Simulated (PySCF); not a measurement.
# How methods differ on the ionisation energy of Ni⁸⁺

Ni⁸⁺ [Ar] 3d2 (3F) → Ni⁹⁺ [Ar] 3d1 (2D), as a difference of total energies. Calculation: PySCF 2.14, in an uncontracted even-tempered set (20 s from 0.4 bohr⁻², ratio 2.5; 13 p from 0.52 bohr⁻², ratio 2.5; 9 d from 0.52 bohr⁻², ratio 2.5; 4 f from 1.9 bohr⁻², ratio 2.7; 4 g from 2.8 bohr⁻², ratio 2.7); scalar relativity by spin-free X2C-1e. Correlated levels: outer shells: [Ne] frozen; virtual orbitals above 40 to 60 times the deepest correlated orbital energy dropped. The calculations carry no spin-orbit coupling.

| method | ionisation energy (eV) |
| --- | --- |
| UHF | 192.57 |
| LDA | 193.46 |
| PBE | 193.42 |
| PBE0 | 193.51 |
| r2SCAN | 193.84 |
| MP2 (outer shells) | 192.99 |
| SCS-MP2 (outer shells) | 192.92 |

**Question.** How much does correlation contribute at MP2 (outer shells)?

**Answer.** 192.99 − (192.57) = 0.42 eV, measured against UHF.

A first-order spin-orbit estimate (lowest level to lowest level, LS coupling) adds 0.055 eV.

For comparison: 193.2 ± 0.5 eV (semi-empirical (NIST evaluation); NIST Atomic Spectra Database, ionization energies).
